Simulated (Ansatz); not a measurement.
An input meant for the cluster Nb₄ (charge 0, singlet; atoms displaced at random, 0.15 Å in each coordinate).

```yaml
crystal:
  periodic: [false, false, false]
  atoms:
    - {symbol: Nb, position_ang: [-1.492568, -0.719086, 0.026185]}
    - {symbol: Nb, position_ang: [0.389642, 0.078492, -1.274060]}
    - {symbol: Nb, position_ang: [0.040180, 1.557039, 0.422125]}
    - {symbol: Nb, position_ang: [0.722939, -0.644213, 0.764076]}
basis:
  gaussian: {orbitals: def2-mTZVP, fitting: {mean_field: cc-pVTZ-jkfit}}
hamiltonian: {xc: {name: wB97M-V}}
output: {forces: true}
```

```sh
$ ansatz run in.yaml --threads 4 --pin off --events-out ev --progress --plain --max-ram 3916MiB
```

It prints (some lines left out):

```
Functional definition: wB97M-V
Error: [file] the basis set cc-pVTZ-JKFIT has no functions for Nb
```

In the def2 sets Nb takes a core potential; there is no spin–orbit coupling.
